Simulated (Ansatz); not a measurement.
Ansatz (a first-principles code) input (CCSD(T)/def2-SVPD):

Ansatz 0.2 input:
```yaml
crystal:
  periodic: [false, false, false]
  atoms:
    - {symbol: Te, position_ang: [-0.00086602, 0.04357642, -0.00046690]}
    - {symbol: H, position_ang: [-1.16344719, -1.15662377, 0.00586249]}
    - {symbol: H, position_ang: [1.20848046, -1.10935031, 0.01841644]}
basis:
  gaussian:
    orbitals: def2-SVPD
total_charge: 1
magnetization: {spin_polarized: true, initial_magnetization: 1}
correlation: {method: ccsd_t, electrons: outside_noble_gas}
output: {forces: true}
```

End of the output:

```
integrals: 0.03 GiB planned
602 factors; integrals over basis functions are off by at most 4.2e-4 eV
mean field: 0.12 GiB planned
mean field evaluation 1: about -7288.0357 eV, gradient 6.3e0 eV
mean field evaluation 2: about -7288.0481 eV, gradient 6.3e0 eV
mean field evaluation 4: about -7288.4390 eV, gradient 6.9e-1 eV
mean field evaluation 8: about -7288.4475 eV, gradient 2.6e-3 eV
mean field evaluation 16: about -7288.4385 eV, gradient 7.2e-1 eV
mean field evaluation 32: about -7285.2816 eV, gradient 1.1e-2 eV
mean field -7288.44752043 eV, -267.8455060885 hartree, gradient 1.1e-6 eV, S^2 0.764237; 1 other end points of the search recorded, 0 dependent functions left out
determinant -7288.44752043 eV, -267.8455060885 hartree, with singles and doubles -7291.58559459 eV, -267.9608281868 hartree
determinant -7285.28159268 eV, -267.7291603896 hartree, with singles and doubles -7288.46989536 eV, -267.8463283522 hartree
9 core orbitals not correlated
reference -7288.44752043 eV, -267.8455060885 hartree; 4, 3 occupied and 38, 39 virtual orbitals, 602 factors
densities: 0.15 GiB planned
second order -2.49622568 eV of doubles, -0.00000000 eV of singles
coupled cluster: 0.13 GiB planned
cycle   1  -3.12984370 eV  change   -5.8e-2 eV  update   1.3e-2
cycle   2  -3.13463020 eV  change   -4.8e-3 eV  update   3.6e-3
cycle   3  -3.13594928 eV  change   -1.3e-3 eV  update   1.0e-3
cycle   4  -3.13638510 eV  change   -4.4e-4 eV  update   3.4e-4
cycle   5  -3.13651854 eV  change   -1.3e-4 eV  update   1.5e-4
cycle   6  -3.13657952 eV  change   -6.1e-5 eV  update   6.0e-5
cycle   7  -3.13658195 eV  change   -2.4e-6 eV  update   1.9e-5
cycle   8  -3.13657637 eV  change    5.6e-6 eV  update   4.8e-6
cycle   9  -3.13657509 eV  change    1.3e-6 eV  update   1.3e-6
perturbative correction -0.07151816 eV, -0.0026282440 hartree
the calculation of the forces begins
Total energy: -7291.65561368 eV, -267.9634013409 hartree
Atom 0 at    -0.000866     0.043576    -0.000467 Å, force    -0.002482     0.124892    -0.001338 eV/Å
Atom 1 at    -1.163447    -1.156624     0.005862 Å, force    -0.056214    -0.063591     0.000365 eV/Å
Atom 2 at     1.208480    -1.109350     0.018416 Å, force     0.058696    -0.061301     0.000973 eV/Å
Dipole moment:     0.003335    -0.167834     0.001798 e Å
```
